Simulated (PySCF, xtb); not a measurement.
Zr(OH)3 (H3O3Zr), SMILES [OH][Zr+]([OH])[OH], charge +1, multiplicity 1. The values are those of a single conformer.

Harmonic wavenumbers (cm⁻¹) from xtb with GFN2-xTB at its own minimum, in rising order: 76, 109, 111, 113, 289, 292, 378, 378, 406, 603, 674, 674, 3524, 3525, 3539.

Problem. What does B3LYP-D3(BJ)/def2-SVP (PySCF 2.14.0) give at its own minimum? (An estimate is asked for; the answer gives what the named calculation found.)

Solution. 118, 185, 185, 318, 417, 417, 533, 533, 581, 794, 798, 798, 3856, 3856, 3869. Paired by order, the mean absolute difference is 171 cm⁻¹ and the zero-point energies are 21.0 and 24.7 kcal/mol.
